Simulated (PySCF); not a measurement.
Symmetry of computed structures. Method: CAM-B3LYP/def2-SVPD in PySCF (dipole) on a GFN2-xTB geometry, gas phase. The symmetry is that of the one conformer found, every atom within 0.08 Å of its image; none is proved a minimum here.

Question: `[CH3:1][c:2]1[n:3][n:4][c:5]([C:6]([F:7])([F:8])[F:9])[o:10]1` with H–C1–C2–N3 0° (nearest H): symmetry, top, dipole?

Answer: Cs; near-prolate asymmetric top; symmetry number 1; 2 operations, which sort the 13 atoms into 11 sets; dipole 4.00 D, in the ab plane, which is the mirror; A, B, C = 3177, 866.9, 776.2 MHz; heavy atoms equivalent by symmetry: F7/F9.

Question: `C[Si]1(F)OC(=O)C(=O)O1`: symmetry, top, dipole?

Answer: Cs; asymmetric top; symmetry number 1; 2 operations, which sort the 12 atoms into 8 sets; dipole 5.78 D, in the ac plane, which is the mirror; A, B, C = 2439, 1115, 988.2 MHz.

Question: Point group, rotor type and polarity of `[O:1]=[CH:2][c:3]1[cH:4][cH:5][cH:6][c:7]([Cl:8])[cH:9]1` with O1–C2–C3–C4 0° (3-chlorobenzaldehyde)?

Answer: Cs; asymmetric top; symmetry number 1; 2 operations, which sort the 14 atoms into 14 sets; dipole 2.03 D, in the ab plane, which is the mirror; A, B, C = 3236, 816.4, 651.9 MHz; heavy atoms equivalent by symmetry: none.
